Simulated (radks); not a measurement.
Isoelectronic series with 18 electrons, all held in the configuration [Ar], which need not be the ground one along the series. All-electron calculation, Dirac Kohn-Sham, BLYP, spin-unpolarised, spherical densities, finite nucleus; Fermi nuclear charge, rms radius of each element as measured or else 0.836 A^(1/3) + 0.57 fm. Program: a radial shooting solver on a logarithmic mesh with Libxc functionals. Total energies (hartree) and orbital eigenvalues (eV):

ion    E (hartree)      3p3/2      3p1/2      3s1/2
Ar      -529.43808   -10.0816   -10.2594   -24.1320
K+      -602.15236   -24.6487   -24.9202   -41.2633
Ca2+    -679.89910   -42.7735   -43.1665   -62.0211
Sc3+    -762.67626   -64.2565   -64.8038   -86.1928
Ti4+    -850.48779   -88.9958   -89.7350  -113.6744
V5+     -943.34123  -116.9306  -117.9047  -144.4078
Cr6+   -1041.24642  -148.0221  -149.2799  -178.3585
Mn7+   -1144.21516  -182.2441  -183.8405  -215.5058
Fe8+   -1252.26085  -219.5784  -221.5748  -255.8379
Co9+   -1365.39804  -260.0122  -262.4770  -299.3490
Ni10+  -1483.64276  -303.5364  -306.5451  -346.0377
Cu11+  -1607.01138  -350.1445  -353.7806  -395.9054
Zn12+  -1735.52244  -399.8321  -404.1872  -448.9564
Ge14+  -2008.04801  -508.4354  -514.5381  -564.6347
As15+  -2152.10397  -567.3488  -574.4986  -627.2792
Se16+  -2301.38409  -629.3365  -637.6621  -693.1409
Br17+  -2455.91169  -694.3992  -704.0397  -762.2317
Kr18+  -2615.71063  -762.5383  -773.6438  -834.5643
Rb19+  -2780.80610  -833.7555  -846.4875  -910.1526

Estimate the row of Ga13+.

Answer. E (hartree) -1869.19463; 3p3/2 -452.5963; 3p1/2 -457.7706; 3s1/2 -505.1969.
